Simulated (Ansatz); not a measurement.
Start from `O[SiH](O)C[SiH](F)F` and change one atom or group to get `F[SiH2]C[SiH](F)F`.

Ansatz, PBE0-D4/def2-TZVP geometries, multiplicity 1. Each molecule was computed in one conformer, which needn't be the lowest.

```csv
property,`O[SiH](O)C[SiH](F)F`
size of the dipole moment (PBE/def2-TZVPP) / D,2.66
HOMO energy (ωB97M-V/def2-TZVPP) / eV,-10.97
HOMO–LUMO gap (B3LYP/def2-TZVPP) / eV,8.58
HOMO energy (PBE0/def2-TZVPP) / eV,-8.74
size of the dipole moment (ωB97M-V/def2-TZVPP) / D,2.84
HOMO–LUMO gap (PBE/def2-TZVPP) / eV,6.76
```

(1) Give the same properties after the change, and the shifts. (Estimate.)

## Answers

(1) Ansatz gave: 
```csv
property,`F[SiH2]C[SiH](F)F`,shift
size of the dipole moment (PBE/def2-TZVPP) / D,1.53,-1.13
HOMO energy (ωB97M-V/def2-TZVPP) / eV,-11.52,-0.55
HOMO–LUMO gap (B3LYP/def2-TZVPP) / eV,8.87,0.29
HOMO energy (PBE0/def2-TZVPP) / eV,-9.31,-0.57
size of the dipole moment (ωB97M-V/def2-TZVPP) / D,1.57,-1.27
HOMO–LUMO gap (PBE/def2-TZVPP) / eV,7.01,0.25
```

With PBE0 the HOMO falls by 0.57 eV and the LUMO falls by 0.34 eV, so the gap widens by about 0.23 eV. PBE moves the HOMO by -0.58 eV and ωB97M-V by -0.55 eV. Dipoles are sizes alone; their direction can turn.

B3LYP here is the variant with VWN-RPA as its local correlation; programs differ in this.
